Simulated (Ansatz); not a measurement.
A run for Ansatz (a program for electronic structure): R-PBE/cc-pV(T+d)Z on H2S2 (SMILES SS), a point of a bond scan (R = 2.072 Å). Files ending in .json are basis or fitting sets from the Basis Set Exchange.

Ansatz 0.2 input:
```yaml
crystal:
  periodic: [false, false, false]
  atoms:
    - {symbol: S, position_ang: [-0.91220280, 0.05376255, 0.49115994]}
    - {symbol: S, position_ang: [0.91216479, 0.05673858, -0.49089568]}
    - {symbol: H, position_ang: [-1.53586809, -0.88394706, -0.24893520]}
    - {symbol: H, position_ang: [1.53647616, -0.88407093, 0.24470699]}
basis:
  gaussian:
    orbitals: cc-pV_T+d_Z.json
    pivot_positions_ang: [[-0.91220280, 0.05376255, 0.49115994], [0.91216479, 0.05673858, -0.49089568], [-1.53586809, -0.88394706, -0.24893520], [1.53647616, -0.88407093, 0.24470699]]
hamiltonian:
  xc: {name: PBE}
scf: {lower_state_search: off}
output: {orbitals: {seedname: ./end}}
```

Output:

```
WARN ansatz: RAYON_NUM_THREADS=1 ignored (pool sized by the plan → 1); use --threads N
Functional definition: PBE
these checks for a lower state are left out or cut short: stability, starts, cluster_reference, orbital_swaps, neighbouring_geometries, increment
integrals: 0.03 GiB planned
712 factors; their error is unknown
mean field: 0.24 GiB planned
mean field evaluation 1: about -21694.4448 eV, gradient 1.4e1 eV
mean field evaluation 2: about -21694.5693 eV, gradient 1.4e1 eV
mean field evaluation 4: about -21695.0932 eV, gradient 1.1e0 eV
mean field evaluation 8: about -21695.0892 eV, gradient 1.5e-1 eV
mean field evaluation 16: about -21695.0893 eV, gradient 1.4e-6 eV
mean field -21695.08927588 eV, -797.2798254290 hartree, gradient 1.3e-6 eV, S^2 0.000000; 0 other end points of the search recorded, 0 dependent functions left out
reference -21695.08930343 eV, -797.2798264412 hartree; 17, 17 occupied and 89, 89 virtual orbitals, 712 factors
Total energy: -21695.08930343 eV, -797.2798264412 hartree
Checks for a lower state left out: stability, starts, cluster_reference, orbital_swaps, neighbouring_geometries, increment
```

The calculation finished and met its thresholds.

Cost: very roughly 1.0 core-seconds.
